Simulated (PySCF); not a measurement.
PySCF input for C₆H₈, SMILES C=C=CC1CC1, SMD-M06-2X/6-31G*. The structure is a stationary point at PBE0-D3(BJ)/def2-SVP. One conformer was computed; it need not be the lowest.

```python
import numpy as np
from pyscf import gto, scf, dft
from pyscf.solvent import smd

mol = gto.M(
    atom='''
    C     2.94594651    0.21136976   -0.00000000
    C     1.69127777   -0.15937916    0.00000000
    C     0.43192582   -0.52658094    0.00000000
    C    -0.72781727    0.39432950   -0.00000001
    C    -1.98062474    0.01422606   -0.74722837
    C    -1.98062474    0.01422607    0.74722838
    H     3.49385484    0.37224586    0.93546372
    H     3.49385484    0.37224587   -0.93546371
    H     0.20629880   -1.60236951    0.00000000
    H    -0.46245978    1.45513662   -0.00000000
    H    -2.51977369    0.80644074   -1.27291014
    H    -1.98625071   -0.94964403   -1.26403322
    H    -2.51977370    0.80644074    1.27291014
    H    -1.98625071   -0.94964402    1.26403320
    ''',
    basis='6-31G*',
    charge=0,
    spin=0,
    max_memory=1600,
    verbose=3,
)
mf = dft.RKS(mol, xc='m06-2x').density_fit(auxbasis='def2-universal-jkfit')
mf.grids.level = 4
mf.conv_tol = 1e-9
mf.max_cycle = 100
mf.kernel()
res = {}
for name in ['water', 'diethylether', 'benzene']:
    s = mf.SMD()
    s.with_solvent.solvent, s.with_solvent.sasa_ng = name, 194
    s.kernel(mf.make_rdm1())
    res[name] = (s.e_tot, s.with_solvent.get_cds(), s.dip_moment(), s.mo_energy, s.converged)
    print(f'SMD {name}: dG(solv) = {(s.e_tot - mf.e_tot) * 627.509474:.3f} kcal/mol, of which CDS {res[name][1] * 627.509474:.3f}')
```

It prints:

```
converged SCF energy = -233.239771801924
converged SCF energy = -233.240715493382
Dipole moment(X, Y, Z, Debye): -0.68490,  0.05044, -0.00000
SMD water: dG(solv) = -0.592 kcal/mol, of which CDS 3.647
converged SCF energy = -233.248129914904
Dipole moment(X, Y, Z, Debye): -0.62017,  0.08068, -0.00000
SMD diethylether: dG(solv) = -5.245 kcal/mol, of which CDS -2.458
converged SCF energy = -233.247896198269
Dipole moment(X, Y, Z, Debye): -0.57564,  0.09283, -0.00000
SMD benzene: dG(solv) = -5.098 kcal/mol, of which CDS -3.299
```

Self-consistency was reached.

Cost: around 110 core-seconds (rough).
